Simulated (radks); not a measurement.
Values are calculated unless marked as measured or tabulated.
Task: The mean radii <r> (bohr) of the occupied orbitals of an atom or ion are listed with their occupations. Level of theory: Dirac Kohn-Sham, BLYP, spin-unpolarised, spherical densities, finite nucleus; Fermi nuclear charge, rms radius of each element as measured or else 0.836 A^(1/3) + 0.57 fm (a radial shooting solver on a logarithmic mesh with Libxc functionals).

| orbital | occ. | <r> |
|---|---|---|
| 1s1/2 | 2 | 0.08569 |
| 2s1/2 | 2 | 0.4102 |
| 2p1/2 | 2 | 0.3697 |
| 2p3/2 | 4 | 0.3720 |
| 3s1/2 | 1 | 1.153 |

Name the element and its charge. Open shells, if any, fill j = l - 1/2 first.

Result: Z = 18, argon, charge +7: Ar7+ in [Ne] 3s1. The 1s radius gives Z: for a bare nucleus <r> = (2 gamma + 1)/(2Z) with gamma = sqrt(1 - (Z/c)^2), 0.08285 bohr for Z = 18, and screening makes it slightly larger (0.08569 here). The occupations add up to 11, and the charge is Z minus that.
